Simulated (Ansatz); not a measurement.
Basis-set extrapolation for `C[SiH](S)CO` (PBE0-D4/def2-TZVP geometry, frozen core, Ansatz 0.2.0). Multiplicity 1, RHF reference.

|  | def2-TZVPP | def2-QZVPP |
| --- | --- | --- |
| HF | -841.841320 | -841.868941 |
| MP2 correlation | -0.898132 | -0.965707 |
| CCSD(T) correlation | -0.993349 | not run |

Energies in hartree. Use E(X) = E(∞) + A·exp(−7.88·√X) for Hartree–Fock and E(X) = E(∞) + B·X^(−2.97) for correlation, with X = 3 and 4, and add CCSD(T) minus MP2 of the smaller set to the MP2 limit.

Problem. What is the CCSD(T) energy at the basis-set limit?

Solution. HF limit: -841.868941 + (-0.027621) × 0.13774 = -841.87275. MP2 limit: -0.965707 + (-0.067575) × 0.74074 = -1.01576. Higher-order term: -0.993349 − (-0.898132) = -0.09522. Total: -842.98373 hartree, 391.4 kJ/mol below CCSD(T)/def2-TZVPP.
